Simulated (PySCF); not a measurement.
# How methods differ on the ionisation energy of Tl²⁺

Tl²⁺ [Xe] 4f14 5d10 6s1 (2S) → Tl³⁺ [Xe] 4f14 5d10 (1S), as a difference of total energies. Computed with PySCF 2.14 in aug-cc-pVTZ-DK3, with scalar relativity by spin-free X2C-1e. The calculations carry no spin-orbit coupling.

```json
{"method": "UHF", "ionisation energy (eV)": "28.149", "error (eV)": "-1.703"}
{"method": "LDA", "ionisation energy (eV)": "30.741", "error (eV)": "+0.889"}
{"method": "PBE", "ionisation energy (eV)": "30.305", "error (eV)": "+0.453"}
{"method": "PBE0", "ionisation energy (eV)": "29.941", "error (eV)": "+0.089"}
{"method": "r2SCAN", "ionisation energy (eV)": "30.152", "error (eV)": "+0.300"}
{"method": "B3LYP", "ionisation energy (eV)": "30.266", "error (eV)": "+0.414"}
{"method": "MN15", "ionisation energy (eV)": "30.012", "error (eV)": "+0.160"}
```

Reference: 29.852 eV (measured; NIST Atomic Spectra Database, ionization energies).
